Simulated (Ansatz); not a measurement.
```xyz
15

C     0.891    0.603    1.788
C     0.401    0.606    0.350
Si    0.833   -0.779   -0.874
C    -0.872   -0.642   -1.681
Si   -1.408    0.263   -0.109
H     1.978    0.710    1.849
H     0.452    1.418    2.370
H     0.629   -0.331    2.291
H     0.668    1.548   -0.151
H     2.018   -0.563   -1.752
H     0.998   -2.081   -0.169
H    -1.392   -1.558   -1.957
H    -0.855    0.029   -2.544
H    -2.039   -0.669    0.867
H    -2.300    1.445   -0.279
```

Total charge 0; spin multiplicity 1.

List the ωB97M-V/def2-TZVPP orbital energies in eV (Ansatz 0.2.0). (Estimate.)

Ansatz gave: Occupied: -1806.74, -1806.74, -281.26, -280.97, -280.79, -147.82, -147.81, -101.93, -101.93, -101.92, -101.92, -101.92, -101.92, -24.01, -22.33, -19.83, -16.96, -16.50, -14.61, -14.17, -13.93, -13.52, -12.64, -11.77, -11.33, -10.72, -10.38, -9.60. Lowest empty: 1.49, 2.16, 2.83, 3.00, 3.22, 3.27, 3.52, 3.79.
